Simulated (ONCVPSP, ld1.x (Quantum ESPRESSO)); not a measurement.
Potentials for Au (Z = 79) compared

Generated with ld1.x 7.5 (TM, RRKJ, ultrasoft, PAW), atompaw 4.2 or ONCVPSP 4.0.1. The cutoff is in Ry: for ld1.x and atompaw files where the sum of valence levels is converged to 10 mRy in a Bessel basis, for ONCV files where the hardest occupied wave has 1 mHa per electron of residual kinetic energy. The error is the largest all-electron minus pseudo excitation energy over each file’s own four to seven test configurations (ionisations up to +4, promotions, holes and added fractions of an electron), all of which were solved. The labels leave out finer settings (local radius, basis sizes, second energies), which also bear on the numbers. Spin-polarised tests are not counted. The rows are a selection from randomly drawn settings: files with unsolved tests, undetermined cutoffs or missed reference levels are left out.

A true bound ghost makes a file unfit for plane-wave use even where its test errors are small: the radial tests pick states by their node count and pass the ghost by.

| potential | cutoff (Ry) | largest error (meV) | bound ghosts |
| --- | --- | --- | --- |
| ONCV, LDA (Perdew-Wang 92), scalar-relativistic, rc 2.55/1.75/1.90 (spd), local smoothed, core correction yes, reference 5p6 5d10 6s1, qcut 2.3/7.9/9.4, projectors 3/2/2 | 43 | -129 | none |
| ONCV, PBEsol, scalar-relativistic, rc 1.55/1.60/1.40/0.65 (spdf), local smoothed, core correction yes, reference 4f14 5s2 5p6 5d10, qcut 10.1/8.7/6/22.3, projectors 2/1/1/2 | 782 | +11 | s, p |
| ONCV, LDA (Perdew-Zunger), fully relativistic, rc 1.60/1.15/1.85 (spd), local smoothed, core correction yes, reference 5s2 5p6 5d10 6s1, qcut 6.3/6.2/9.9, projectors 3/1/2 | 207 | +5.0 | p3/2 |
| ONCV, BLYP, scalar-relativistic, rc 0.90/1.20/1.30 (spd), local smoothed, core correction yes, reference 5s2 5p6 5d10, qcut 6.9/6.5/6.9, projectors 2/2/1 | 370 | -81 | s |

Q: Fill in the row for Au: ONCV, BLYP, scalar-relativistic, rc 1.35/1.20/2.30 (spd), local smoothed, core correction yes, reference 5s2 5p6 5d10 6s1, qcut 8.5/8/7.9, projectors 3/2/1.

A: cutoff 62 Ry, largest error -8.1 meV, bound ghosts: none.

Q: Fill in the row for Au: TM, PBE, scalar-relativistic, rc 2.45/2.40/1.20 (spd), local s, core correction yes, reference 5d10 6s1 6p0.

A: cutoff 45 Ry, largest error -1040 meV, bound ghosts: none.

Q: Fill in the row for Au: ONCV, PBE, fully relativistic, rc 1.65/1.25/1.80 (spd), local smoothed, core correction no, reference 5s2 5p6 5d10 6s1, qcut 8.3/7.7/9.5, projectors 2/2/2.

A: cutoff 84 Ry, largest error +1.0 meV, bound ghosts: none.
